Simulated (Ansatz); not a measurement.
`B[BH][GeH3]` + `BN/C=N/C=C` → `BN/C=[N]/[GeH3]` + `BBC=C`  (redistribution)

Calculated with Ansatz (gas phase, PBE0-D4/def2-TZVP geometries, no zero-point term in ΔE). CBS: MP2 limit from def2 TZ/QZ plus the TZ coupled-cluster correction, frozen cores. Double bonds are as drawn, so ΔE can hold a change between cis and trans. Functionals use def2-TZVPP. B3LYP here is the variant with VWN-RPA as its local correlation; programs differ in this. For Ge outer-core shells are correlated without core-valence functions, which leaves a few kJ/mol of doubt a bond. Scalar relativity is left out up to krypton. Each species was taken in one conformer, which may not be the lowest.

| level | ΔE (kJ/mol) | difference from CCSD(T)/CBS |
| --- | --- | --- |
| PBE-D4 | -29.4 | 23.2 |
| r2SCAN-D4 | -37.2 | 15.4 |
| PBE0-D4 | -37.0 | 15.6 |
| B3LYP-D4 | -46.0 | 6.6 |
| ωB97X-V | -49.7 | 2.9 |
| ωB97M-V | -50.6 | 2.0 |
| B2PLYP | -53.5 | -0.9 |
| PBE | -29.9 | 22.7 |
| r2SCAN | -37.3 | 15.3 |
| PBE0 | -37.5 | 15.1 |
| B3LYP | -46.7 | 5.9 |
| HF/def2-TZVPP | -72.2 | -19.6 |
| MP2/def2-TZVPP | -59.3 | -6.7 |
| SCS-MP2/def2-TZVPP | -63.9 | -11.3 |
| CCSD/def2-TZVPP | -56.1 | -3.5 |
| CCSD(T)/def2-TZVPP | -54.2 | -1.6 |
| HF/def2-QZVPP | -73.2 | -20.6 |
| MP2/def2-QZVPP | -58.8 | -6.2 |
| SCS-MP2/def2-QZVPP | -63.8 | -11.2 |
| HF/CBS(def2) | -73.3 | -20.7 |
| MP2/CBS(def2) | -57.8 | -5.2 |
| CCSD/CBS(def2) | -54.5 | -1.9 |
| CCSD(T)/CBS | -52.6 | 0 |

Largest T1 diagnostic among the species: 0.015.

In def2-TZVPP, CCSD(T) changes the Hartree–Fock value by +18.1 kJ/mol (the triples alone add +1.9 kJ/mol) and MP2 by +12.9 kJ/mol. From PBE to PBE0 (25 % exact exchange), in def2-TZVPP and without D4, ΔE moves by −7.5 kJ/mol.
